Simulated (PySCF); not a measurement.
A calculated (wB97X, PySCF 2.14, x2c-TZVPPall with one added diffuse shell each of s, p, d, f type, the spin-free X2C one-electron Hamiltonian (Gaussian nucleus)) atom or ion has these occupied shells.

| shell | electrons | orbital energy (eV) | rms radius, mean of both spins (bohr) |
| --- | --- | --- | --- |
| 1s α | 1 | -67270.9 | 0.0211 |
| 1s β | 1 | -67270.9 | 0.0211 |
| 2s α | 1 | -11600.5 | 0.0854 |
| 2s β | 1 | -11600.4 | 0.0854 |
| 2p α | 3 | -10200.8 | 0.0775 |
| 2p β | 3 | -10200.7 | 0.0775 |
| 3s α | 1 | -2686.1 | 0.219 |
| 3s β | 1 | -2686.0 | 0.219 |
| 3p α | 3 | -2266.5 | 0.220 |
| 3p β | 3 | -2266.5 | 0.220 |
| 3d α | 5 | -1761.4 | 0.201 |
| 3d β | 5 | -1761.3 | 0.201 |
| 4s α | 1 | -570.61 | 0.488 |
| 4s β | 1 | -570.49 | 0.488 |
| 4p α | 3 | -431.83 | 0.519 |
| 4p β | 3 | -431.72 | 0.519 |
| 4d α | 5 | -249.90 | 0.563 |
| 4d β | 5 | -249.77 | 0.563 |
| 5s α | 1 | -97.867 | 1.17 |
| 5s β | 1 | -96.747 | 1.17 |
| 5p α | 3 | -63.415 | 1.37 |
| 5p β | 3 | -61.819 | 1.37 |
| 4f α | 7 | -49.863 | 0.715 |
| 4f β | 7 | -49.626 | 0.715 |
| 5d α | 2 | -25.031 | 2.07 |
| 6s α | 1 | -22.598 | 3.07 |

(1) Name the element and its charge.

## Answers

(1) Ta²⁺ (tantalum, charge +2), in [Xe] 4f14 5d2 6s1, high-spin 4F determinant (an excited configuration).
